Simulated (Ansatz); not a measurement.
Species: SiBiH$_{4}$, charge 0, doublet. SiBiH4 (SMILES [BiH2][SiH2], doublet).
B3LYP-D3(BJ)/def2-TZVP minimum from Ansatz (a program for electronic structure):
```xyz
6

Bi    -0.2164    -0.3534     0.1421
H     -1.4100    -0.1028    -1.1776
H      0.8090    -1.3301    -0.9708
Si     1.0557     1.9050    -0.5741
H      1.5975     1.9000    -1.9605
H      2.1866     2.1958     0.3522
```
Charge 0, spin multiplicity 2.

Atomisation energy term by term, kcal/mol (programs: Ansatz). Radicals and triplets start from unrestricted determinants; spin-orbit coupling is neglected. Cores are frozen in correlated methods (noble-gas shells, and filled d and f shells in the p block). Past Kr the def2 sets carry scalar-relativistic core potentials. CBS(X,Y): correlation extrapolated as X^-3, Hartree-Fock from the larger set. A bracket is a step between two methods taken in the basis named. For partners of very few electrons the exact lower level stands in for a higher one. Spin-orbit terms, left out, reach several kcal/mol for Br and I, and more for heavier atoms.

```
term                                     basis  kcal/mol
------------------  --------------------------  --------
Hartree-Fock                        def2-QZVPP    205.49
CCSD correlation    CBS(def2-TZVPP,def2-QZVPP)     93.51
(T)                 CBS(def2-TZVPP,def2-QZVPP)      4.22
CCSDT(Q) - CCSD(T)                    def2-SVP      0.57
sum: De                                            303.8
```
